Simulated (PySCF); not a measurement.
CH8F2Si3.
SMILES with atom numbers: `[F:1][CH:2]([F:3])[SiH2:4][SiH2:5][SiH3:6]` (hydrogens: H7 on C2; H8, H9 on Si4; H10, H11 on Si5; H12, H13, H14 on Si6)

The same species was optimised twice, with GFN2-xTB and with PBE0-D3(BJ)/def2-SVP (PySCF), and the same property calculations (PySCF, gas phase) were run on both structures.

```csv
coordinate,GFN2-xTB,PBE0-D3(BJ)/def2-SVP,change
Si4–Si5 (Å),2.321,2.343,+0.022
Si5–Si6 (Å),2.326,2.347,+0.021
C2–Si4 (Å),1.940,1.929,-0.011
C2–F3 (Å),1.368,1.360,-0.008
F1–C2 (Å),1.368,1.364,-0.004
Si4–Si5–Si6 (°),116.1,109.5,-6.6
F1–C2–F3 (°),105.4,107.6,+2.2
F1–C2–Si4 (°),109.9,108.7,-1.2
F3–C2–Si4 (°),109.9,109.3,-0.6
C2–Si4–Si5 (°),105.3,105.5,+0.2
F1–C2–Si4–Si5 (°),-61,-65,-4
C2–Si4–Si5–Si6 (°),20,39,+19
```

Rotational constants: A = 2080, B = 1280, C = 958.0 MHz (GFN2-xTB) against A = 2088, B = 1269, C = 977.2 MHz (PBE0-D3(BJ)/def2-SVP). Point groups within 0.08 Å: C1 and C1.

On the GFN2-xTB structure: lowest singlet, TDDFT (eV) 6.84 [CAM-B3LYP/def2-SVPD]; lowest triplet, Tamm–Dancoff (eV) 5.84 [CAM-B3LYP/def2-SVPD]; isotropic polarisability (au) 101.0 [CAM-B3LYP/def2-SVPD]; HOMO (eV) -9.71 [CAM-B3LYP/def2-SVPD]; LUMO (eV) 0.16 [CAM-B3LYP/def2-SVPD]; dipole (D) 1.64 [CAM-B3LYP/def2-SVPD]; HOMO (eV) -8.35 [PBE0/pcSseg-1]; LUMO (eV) -0.83 [PBE0/pcSseg-1]; dipole (D) 1.55 [PBE0/pcSseg-1]; GIAO shielding of F1/F3 (mean) (ppm) 312.2 [PBE0/pcSseg-1]; GIAO shielding of C2 (ppm) 57.6 [PBE0/pcSseg-1]; GIAO shielding of Si4 (ppm) 421.8 [PBE0/pcSseg-1]; GIAO shielding of Si5 (ppm) 484.9 [PBE0/pcSseg-1]; GIAO shielding of Si6 (ppm) 459.4 [PBE0/pcSseg-1].

Problem. What do these properties become on the PBE0-D3(BJ)/def2-SVP structure?

Solution. 
```json
{"property": "lowest singlet, TDDFT (eV)", "level": "CAM-B3LYP/def2-SVPD", "on GFN2-xTB": "6.84", "on PBE0-D3(BJ)/def2-SVP": "6.84", "change": "0.00"}
{"property": "lowest triplet, Tamm–Dancoff (eV)", "level": "CAM-B3LYP/def2-SVPD", "on GFN2-xTB": "5.84", "on PBE0-D3(BJ)/def2-SVP": "5.94", "change": "+0.10"}
{"property": "isotropic polarisability (au)", "level": "CAM-B3LYP/def2-SVPD", "on GFN2-xTB": "101.0", "on PBE0-D3(BJ)/def2-SVP": "103.2", "change": "+2.2"}
{"property": "HOMO (eV)", "level": "CAM-B3LYP/def2-SVPD", "on GFN2-xTB": "-9.71", "on PBE0-D3(BJ)/def2-SVP": "-9.34", "change": "+0.37"}
{"property": "LUMO (eV)", "level": "CAM-B3LYP/def2-SVPD", "on GFN2-xTB": "0.16", "on PBE0-D3(BJ)/def2-SVP": "0.54", "change": "+0.38"}
{"property": "dipole (D)", "level": "CAM-B3LYP/def2-SVPD", "on GFN2-xTB": "1.64", "on PBE0-D3(BJ)/def2-SVP": "1.67", "change": "+0.03"}
{"property": "energy, GFN2-xTB geometry as zero (kcal/mol)", "level": "CAM-B3LYP/def2-SVPD", "on GFN2-xTB": "0.0", "on PBE0-D3(BJ)/def2-SVP": "-3.0", "change": "-3.0"}
{"property": "HOMO (eV)", "level": "PBE0/pcSseg-1", "on GFN2-xTB": "-8.35", "on PBE0-D3(BJ)/def2-SVP": "-8.16", "change": "+0.19"}
{"property": "LUMO (eV)", "level": "PBE0/pcSseg-1", "on GFN2-xTB": "-0.83", "on PBE0-D3(BJ)/def2-SVP": "-0.37", "change": "+0.46"}
{"property": "dipole (D)", "level": "PBE0/pcSseg-1", "on GFN2-xTB": "1.55", "on PBE0-D3(BJ)/def2-SVP": "1.64", "change": "+0.09"}
{"property": "energy, GFN2-xTB geometry as zero (kcal/mol)", "level": "PBE0/pcSseg-1", "on GFN2-xTB": "0.0", "on PBE0-D3(BJ)/def2-SVP": "-3.4", "change": "-3.4"}
{"property": "GIAO shielding of F1/F3 (mean) (ppm)", "level": "PBE0/pcSseg-1", "on GFN2-xTB": "312.2", "on PBE0-D3(BJ)/def2-SVP": "316.1", "change": "+3.9"}
{"property": "GIAO shielding of C2 (ppm)", "level": "PBE0/pcSseg-1", "on GFN2-xTB": "57.6", "on PBE0-D3(BJ)/def2-SVP": "61.0", "change": "+3.4"}
{"property": "GIAO shielding of Si4 (ppm)", "level": "PBE0/pcSseg-1", "on GFN2-xTB": "421.8", "on PBE0-D3(BJ)/def2-SVP": "417.0", "change": "-4.8"}
{"property": "GIAO shielding of Si5 (ppm)", "level": "PBE0/pcSseg-1", "on GFN2-xTB": "484.9", "on PBE0-D3(BJ)/def2-SVP": "473.1", "change": "-11.8"}
{"property": "GIAO shielding of Si6 (ppm)", "level": "PBE0/pcSseg-1", "on GFN2-xTB": "459.4", "on PBE0-D3(BJ)/def2-SVP": "454.5", "change": "-4.9"}
```

The heavy atoms differ by 0.152 Å rms after alignment. Among bonds between heavy atoms Si4–Si5 and Si5–Si6 change most and about equally (+0.021 to +0.022 Å). Changes are differences of the printed values. Neither structure is proved a minimum here.

The values belong to the conformer `[F:1][CH:2]([F:3])[SiH2:4][SiH2:5][SiH3:6]`: F1–C2–Si4–Si5 -65°, C2–Si4–Si5–Si6 39°.
